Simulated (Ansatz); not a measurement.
`NC1=C(CCl)[SiH2]1` → 3 C• + Cl• + 6 H• + N• + Si•  (atomization)

Program: Ansatz. Geometries: PBE0-D4/def2-TZVP. ΔE: electronic, gas phase. CBS: MP2 limit from def2 TZ/QZ plus the TZ coupled-cluster correction, frozen cores. This one scheme is used for every species, atoms too. Functionals use def2-TZVPP. B3LYP here is the variant with VWN-RPA as its local correlation; programs differ in this. Open shells (•) are unrestricted, without spin–orbit coupling. Spin–orbit coupling would lower the free atoms: a little for C, Cl, Si. Each species was taken in one conformer, which may not be the lowest.

`NC1=C(CCl)[SiH2]1`:

Cartesian coordinates in Å:
```
N -1.404 1.345 -0.414
C -0.312 0.570 -0.564
C 0.332 -0.397 0.114
C 0.213 -1.116 1.390
Cl -0.936 -0.320 2.531
Si 1.118 -0.069 -1.469
H -1.513 2.145 -1.010
H -1.836 1.395 0.495
H 1.166 -1.172 1.916
H -0.164 -2.132 1.252
H 2.372 0.719 -1.599
H 0.964 -0.968 -2.643
```

```
             level  ΔE (kJ/mol)  difference from CCSD(T)/CBS
         r2SCAN-D4       4502.5                         33.0
           ωB97X-V       4502.7                         33.2
               PBE       4598.6                        129.1
            r2SCAN       4494.8                         25.3
              PBE0       4507.0                         37.5
             B3LYP       4435.7                        -33.8
     HF/def2-TZVPP       3142.4                      -1327.1
    MP2/def2-TZVPP       4435.0                        -34.5
SCS-MP2/def2-TZVPP       4401.2                        -68.3
   CCSD/def2-TZVPP       4248.9                       -220.6
CCSD(T)/def2-TZVPP       4334.7                       -134.8
     HF/def2-QZVPP       3149.3                      -1320.2
    MP2/def2-QZVPP       4514.8                         45.3
SCS-MP2/def2-QZVPP       4490.5                         21.0
     MP2/CBS(def2)       4569.9                        100.4
    CCSD/CBS(def2)       4383.8                        -85.7
       CCSD(T)/CBS       4469.5                            0
```

Largest T1 diagnostic among the species: 0.012.

In def2-TZVPP, CCSD(T) changes the Hartree–Fock value by +1192.3 kJ/mol (the triples alone add +85.7 kJ/mol) and MP2 by +1292.6 kJ/mol; breaking electron pairs costs correlation energy, which Hartree–Fock lacks. From PBE to PBE0 (25 % exact exchange), in def2-TZVPP and without D4, ΔE moves by −91.7 kJ/mol: exact exchange takes away binding that semilocal exchange gives to molecules. The D4 term adds +49.2 kJ/mol with B3LYP and +26.1 kJ/mol with PBE0; it sums over pairs of atoms, weighted by their polarisabilities, and B3LYP, whose exchange is more repulsive, gets the larger term.

For atomizations the MP2-based limit and the directly extrapolated one differ by several kJ/mol either way, and by 10 to 25 for some Ge, Se and Sn compounds, so smaller differences from it don't rank the levels.
